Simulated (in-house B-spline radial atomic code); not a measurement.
Configurations of Rh⁷⁺, with energies counted from [Kr] 4d2. Level of theory: scalar-relativistic (X2C) TPSSh, spin-polarised, spherical fractional occupations, Fermi nucleus of rms radius 4.4945 fm; calculated with a B-spline radial code for spherical atoms. Shells without spins written out take the highest spin.

Caution: exact exchange at fractional occupations of open shells leaves self-interaction of up to several eV.

Occupations are held fixed; configurations that lie above the ionisation limit could autoionise.

```tsv
configuration	E - E(ref) (eV)	highest orbital	its <r> (bohr)
[Ar] 3d10 4s2 4p5 4d3	48.66	4d up	1.161
[Kr] 4d1 5f1	74.344	5f up	3.178
[Ar] 3d10 4s2 4p5 4d2 5p1	91.869	5p up	2.119
[Ar] 3d9 4s2 4p6 4d3	321.23	4d up	1.131
[Ar] 3d(5 up, 4 down) 4s2 4p6 4d(1 up, 2 down)	324.99	4d up	1.136
[Ar] 3d9 4s2 4p6 4d2 5s1	354.69	5s up	1.921
[Ar] 3d9 4s2 4p6 4d2 5f1	400.08	5f up	3.111
```

**Question.** Order these further configurations by energy, lowest first.
A. [Ar] 3d(5 up, 4 down) 4s2 4p6 4d(0 up, 2 down) 5f(0 up, 1 down)
B. [Kr] 4d1 5d1
C. [Kr] 4d1 5s1
D. [Kr] 4d1 4f1
E. [Ar] 3d10 4s2 4p5 4d2 5s1

**Answer.** C (29.743 eV), D (49.588 eV), B (57.918 eV), E (80.181 eV), A (400.74 eV).

**Question.** How far above the reference does [Kr] 4d(0 up, 1 down) 5p(1 up, 0 down) lie?

**Answer.** 41.66 eV; its least bound orbital is 5p up with <r> = 2.148 bohr.

**Question.** How far above the reference does [Ar] 3d10 4s2 4p(3 up, 2 down) 4d(1 up, 1 down) 4f(0 up, 1 down) lie?

**Answer.** 104.14 eV; its least bound orbital is 4f down with <r> = 1.586 bohr.
